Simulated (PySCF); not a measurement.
C2H3O (SMILES [CH]1CO1), doublet, geometry from GFN2-xTB; SVWN5/6-31G* (PySCF).

Here is a job for PySCF.
```python
from pyscf import gto, scf, dft

mol = gto.Mole()
mol.atom = '''
    C     0.010874    0.762321   -0.354517
    O     0.036043    0.063011    0.803685
    C     0.046790   -0.682894   -0.413052
    H    -0.767466    1.463947   -0.590359
    H    -0.849816   -1.267184   -0.594419
    H     0.982954   -1.177411   -0.639284
'''
mol.basis = '6-31g*'
mol.charge = 0
mol.spin = 1
mol.verbose = 4
mol.build()

mf = dft.UKS(mol)
mf.xc = 'lda,vwn'
mf.diis = False
mf.damp = 0.3
mf.diis_start_cycle = 200
mf.max_cycle = 150
mf.kernel()
mf.analyze()
```

### Question
Write the output that PySCF gives for this input, abridged.

### Answer

```
PySCF version 2.14.0

[INPUT] verbose = 4
[INPUT] num. atoms = 6
[INPUT] num. electrons = 23
[INPUT] charge = 0
[INPUT] spin (= nelec alpha-beta = 2S) = 1
[INPUT] symmetry False subgroup None
[INPUT] Mole.unit = angstrom
[INPUT] Symbol           X                Y                Z      unit          X                Y                Z       unit  Magmom
[...]
nuclear repulsion = 69.4290853111189
number of shells = 24
number of NR pGTOs = 93
number of NR cGTOs = 48
basis = 6-31g*
ecp = {}

******** <class 'pyscf.dft.uks.UKS'> ********
method = UKS
initial guess = minao
damping factor = 0.3
level_shift factor = 0
DIIS disabled
SCF conv_tol = 1e-09
SCF conv_tol_grad = None
SCF max_cycles = 150
direct_scf = True
direct_scf_tol = 1e-13
number electrons alpha = 12  beta = 11
XC library pyscf.dft.libxc version 7.1.2
    S. Lehtola, C. Steigemann, M. J. T. Oliveira, and M. A. L. Marques,  SoftwareX 7, 1–5 (2018)
XC functionals = lda,vwn
    P. A. M. Dirac,  Math. Proc. Cambridge Philos. Soc. 26, 376 (1930)
    F. Bloch,  Z. Phys. 57, 545 (1929)
    S. H. Vosko, L. Wilk, and M. Nusair,  Can. J. Phys. 58, 1200 (1980)
radial grids:
    Treutler-Ahlrichs [JCP 102, 346 (1995); DOI:10.1063/1.469408] (M4) radial grids

becke partition: Becke, JCP 88, 2547 (1988); DOI:10.1063/1.454033
pruning grids: <function nwchem_prune>
grids dens level: 3
symmetrized grids: False
atomic radii adjust function: <function treutler_atomic_radii_adjust>
small_rho_cutoff = 0
Set gradient conv threshold to 3.16228e-05
tot grids = 71744
init E= -152.216103822804

cycle= 1 E= -151.781919949809  delta_E= 0.434  |g|= 0.358  |ddm|=  1.7
cycle= 2 E= -151.720606030726  delta_E= 0.0613  |g|= 0.537  |ddm|= 0.685
cycle= 3 E= -151.597877736452  delta_E= 0.123  |g|= 0.783  |ddm|= 0.892
cycle= 4 E= -151.095981330606  delta_E= 0.502  |g|=  1.3  |ddm|= 1.47
cycle= 5 E= -150.722725954802  delta_E= 0.373  |g|= 1.64  |ddm|= 1.94
cycle= 6 E= -149.06126319124  delta_E= 1.66  |g|= 2.27  |ddm|= 4.54
cycle= 7 E= -148.46133192208  delta_E=  0.6  |g|= 2.52  |ddm|= 5.24
cycle= 8 E= -144.498333840267  delta_E= 3.96  |g|= 3.12  |ddm|= 8.97
cycle= 9 E= -143.351263833858  delta_E= 1.15  |g|= 3.45  |ddm|=  9.3
cycle= 10 E= -138.982415061437  delta_E= 4.37  |g|= 3.92  |ddm|= 14.4
cycle= 11 E= -140.853572461716  delta_E= -1.87  |g|= 3.63  |ddm|= 14.8
cycle= 12 E= -138.545040581766  delta_E= 2.31  |g|= 3.99  |ddm|= 14.8
cycle= 13 E= -140.912492662659  delta_E= -2.37  |g|= 3.64  |ddm|= 14.8
[...]
SCF not converged.
Total Energy =                        -138.838344267458183
[...]
spin_pop of  0 C 3s        0.03367
spin_pop of  0 C 2px       0.00223
spin_pop of  0 C 2py       0.02239
spin_pop of  0 C 2pz       0.00612
spin_pop of  0 C 3px       0.11894
spin_pop of  0 C 3py       0.35199
spin_pop of  0 C 3pz       0.27689
spin_pop of  0 C 3dxy      0.00923
spin_pop of  0 C 3dyz      0.00137
spin_pop of  0 C 3dz^2     0.00467
spin_pop of  0 C 3dxz      0.00098
spin_pop of  0 C 3dx2-y2    0.01530
spin_pop of  1 O 1s       -0.00000
spin_pop of  1 O 2s       -0.00316
spin_pop of  1 O 3s        0.00312
spin_pop of  1 O 2px       0.00885
spin_pop of  1 O 2py      -0.00156
spin_pop of  1 O 2pz       0.01529
spin_pop of  1 O 3px       0.00070
spin_pop of  1 O 3py      -0.00126
spin_pop of  1 O 3pz       0.00433
spin_pop of  1 O 3dxy      0.00018
spin_pop of  1 O 3dyz      0.00034
spin_pop of  1 O 3dz^2     0.00056
spin_pop of  1 O 3dxz      0.00100
spin_pop of  1 O 3dx2-y2    0.00101
spin_pop of  2 C 1s       -0.00000
spin_pop of  2 C 2s       -0.00144
spin_pop of  2 C 3s        0.00635
spin_pop of  2 C 2px      -0.00349
spin_pop of  2 C 2py       0.00630
spin_pop of  2 C 2pz       0.03182
spin_pop of  2 C 3px       0.00178
spin_pop of  2 C 3py       0.00532
spin_pop of  2 C 3pz       0.01492
spin_pop of  2 C 3dxy      0.00055
spin_pop of  2 C 3dyz     -0.00002
spin_pop of  2 C 3dz^2     0.00015
spin_pop of  2 C 3dxz     -0.00011
spin_pop of  2 C 3dx2-y2    0.00006
spin_pop of  3 H 1s        0.00226
spin_pop of  3 H 2s        0.02213
spin_pop of  4 H 1s        0.02243
spin_pop of  4 H 2s        0.00824
spin_pop of  5 H 1s        0.00755
spin_pop of  5 H 2s        0.00214
 ** Mulliken Spin Density (per atom)  **
spin density of  0 C =      0.84365
spin density of  1 O =      0.02939
spin density of  2 C =      0.06221
spin density of  3 H =      0.02439
spin density of  4 H =      0.03066
spin density of  5 H =      0.00969
 ** Mulliken pop alpha/beta on meta-lowdin orthogonal AOs **
 ** Mulliken pop       alpha | beta **
In total            12.00000 | 11.00000
 ** Mulliken atomic charges   ( Nelec_alpha | Nelec_beta ) **
charge of  0C =     -4.11483  (     5.47924      4.63559 )
charge of  1O =      3.87428  (     2.07755      2.04816 )
charge of  2C =      2.07086  (     1.99567      1.93346 )
charge of  3H =     -1.20705  (     1.11572      1.09133 )
charge of  4H =     -0.31164  (     0.67115      0.64049 )
charge of  5H =     -0.31162  (     0.66066      0.65097 )
Dipole moment(X, Y, Z, Debye):  7.03702, -35.48843, 29.03696
```

Convergence was not reached.
